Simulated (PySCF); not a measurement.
**How methods differ on the ionisation energy of Ti(2+)**

Ti(2+) [Ar] 3d2 (3F) → Ti(3+) [Ar] 3d1 (2D), as a difference of total energies. All numbers are calculated (PySCF 2.14, the spin-free X2C one-electron Hamiltonian (Gaussian nucleus), in aug-cc-pVTZ-DK (8s7p5d3f2g, 93 functions)). Correlated levels: valence: [Ar] frozen. The calculations carry no spin-orbit coupling.

```tsv
method	ionisation energy (eV)
UHF	26.603
LDA	28.028
PBE	27.944
PBE0	27.827
r2SCAN	27.910
M06-L	27.457
LC-wPBE	27.884
r2SCANh	27.878
wB97X	27.480
MP2 (valence)	26.725
SCS-MP2 (valence)	26.644
```

Question: How much does correlation contribute at MP2 (valence)?

Answer: 26.725 − (26.603) = 0.122 eV, measured against UHF.

Errors of the correlated levels include the incompleteness of this basis and the frozen core.

For comparison: 27.492 eV (measured; NIST Atomic Spectra Database, ionization energies).
